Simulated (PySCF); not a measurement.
SMILES [SiH3]OCO[SiH3] (CH8O2Si2), singlet, GFN2-xTB optimised geometry.

```
13

Si     1.92    -0.33     2.66
O      2.08     0.09     1.09
C      1.54    -0.54     0.00
O      0.17    -0.54     0.00
Si    -0.81     0.76     0.00
H      2.74     0.72     3.24
H      2.45    -1.68     2.87
H      0.52    -0.30     3.10
H      1.86    -1.59    -0.03
H      1.92    -0.03    -0.90
H     -0.65     1.59     1.20
H     -2.08     0.06    -0.05
H     -0.55     1.59    -1.18
```

Density from PySCF with B3LYP/def2-TZVP at that geometry.

Minimum of the electron density along straight lines between bonded atoms, close to the bond critical point (lines longer than 1.1 times the sum of covalent radii, or with two minima, are not listed):

```tsv
bond	length / Å	ρ at the minimum / e bohr⁻³	∇²ρ there / e bohr⁻⁵	position (fraction from the first atom)
Si1–O2	1.631	0.140	0.87	0.41
O2–C3	1.374	0.284	-0.64	0.65
C3–O4	1.374	0.285	-0.64	0.35
O4–Si5	1.632	0.140	0.87	0.59
Si1–H6	1.454	0.129	0.18	0.49
Si1–H7	1.466	0.126	0.17	0.49
Si1–H8	1.463	0.128	0.17	0.49
C3–H9	1.101	0.290	-1.05	0.65
C3–H10	1.101	0.290	-1.05	0.65
Si5–H11	1.463	0.128	0.17	0.49
Si5–H12	1.454	0.129	0.18	0.49
Si5–H13	1.466	0.126	0.17	0.49
```
